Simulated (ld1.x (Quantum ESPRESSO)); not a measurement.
# aluminium (Al): one change to a TM potential, before and after

- Element: Al (Z = 13)
- Generator: ld1.x (Quantum ESPRESSO) 7.5
- Type: norm-conserving Troullier–Martins (Kleinman–Bylander form)
- Functional: PBE
- Relativity: scalar-relativistic
- Frozen core: [He]
- Valence charge: 11
- Reference configuration: 2s2 2p6 3s2 3p1
- Partial waves: 2s (bound): rc 0.65 bohr; 3d channel at 0.3 Ry: rc 0.65 bohr; 2p (bound): rc 0.80 bohr
- Local potential: the p channel
- Core correction: none

Occupied shells without a wave of their own: 3p, 3s. They enter only through the test configuration that unscreens the potential.

All-electron outer shells of the reference configuration (PBE, scalar-relativistic, ld1.x):

| shell | level (eV) | outermost node (bohr) | outermost maximum (bohr) |
| --- | --- | --- | --- |
| 1s | -1511.14 | – | 0.08 |
| 2s | -108.17 | 0.16 | 0.50 |
| 2p | -69.64 | – | 0.43 |
| 3s | -7.75 | 0.80 | 2.09 |
| 3p | -2.71 | 0.82 | 2.64 |

Change: wave 2s (bound): rc 0.65 bohr becomes 2s (bound): rc 0.84 bohr.

Cutoffs: the cutoffs (Ry, on a coarse ladder) from which the occupation-weighted sum of valence levels, in a spherical-Bessel basis at the reference potential, stays within 10 and 1 mRy of its value at 400 Ry; they do not see the model core or the augmentation charge, which bear on the density cutoff. Errors are all-electron minus pseudo energies relative to the spin-unpolarised reference configuration.

**Question.** Predict the effect on cutoff, ghosts and configuration errors.

**Answer.** Of the 7 tests that both files solve, the error grows in 2 and shrinks in 2 by more than 15 % and 0.3 meV (median size 31.7 → 75.3 meV); neither file shows a bound ghost.

| quantity | base | changed |
| --- | --- | --- |
| cutoff, loose | over 300 Ry | 230 Ry |
| cutoff, tight | over 300 Ry | over 300 Ry |
| loose cutoff by channel (10 mRy a level) | s 160 Ry, p 200 Ry | s 90 Ry, p 200 Ry |
| bound ghosts | none | none |
| largest miss of a reference level, eV | 0.07 | 0.05 |
| error for 2s2 2p6 3s2 3p0, meV [ΔE 5.76 eV] | +78 | +79 |
| error for 2s2 2p6 3s1 3p0, meV [ΔE 24.99 eV] | +223 | +158 |
| error for 2s2 2p6 3s0 3p0, meV [ΔE 53.43 eV] | +426 | +258 |
| error for 2s2 2p6 3s2 3p1.3, meV [ΔE -0.57 eV] | -12 | -12 |
| error for 2s2 2p6 3s0 3p3, meV [ΔE 10.45 eV] | +21 | -75 |
| error for 2s2 2p6 3s1 3p2, meV [ΔE 5.14 eV] | +13 | -32 |
| error for 2s2 2p6 3s2 3p0.5, meV [ΔE 2.09 eV] | +32 | +32 |

Base: The 3p, 3s levels have no wave, so the channel is fitted at the deeper level alone: the likely source of the large errors. Changed file: The 3p, 3s levels have no wave, so the channel is fitted at the deeper level alone: the likely source of the large errors.
